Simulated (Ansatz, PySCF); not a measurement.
C₃H₈BFO, SMILES CCB(F)CO.

Geometry optimised at r2SCAN-D4/def2-SVP. This is a generated structure with no PubChem entry under its InChIKey; it may be hypothetical. One conformer was computed; it need not be the lowest.

Vertical ionisation energy (IE) and electron affinity (EA) in eV. Rows of orbital energies are one-electron estimates. Where ΔSCF, EOM or ADC give a negative EA the extra electron is unbound and the value depends on the basis.

```
level                                                                        IE     EA
------------------------------------------------------------------------  -----  -----
−ε(HOMO), −ε(LUMO), r2SCAN/def2-TZVP (PySCF)                               6.32   0.80
−ε(HOMO), −ε(LUMO), PBE/def2-TZVP (PySCF)                                  5.99   1.20
ΔSCF, CAM-B3LYP/def2-SVPD (Ansatz), final states of multiplicity 2 and 2  10.24  -1.30
ΔSCF, PBE/def2-SVPD (Ansatz), final states of multiplicity 2 and 2         9.39  -1.03
```

Problem. What vertical singlet–triplet gap does ΔSCF give with CAM-B3LYP/def2-SVPD (Ansatz, a program for electronic structure) and with PBE/def2-SVPD (Ansatz)? (An estimate is asked for; the answer gives what the named calculation found.)

Solution. 5.78 and 4.98 eV (triplet above singlet where positive).
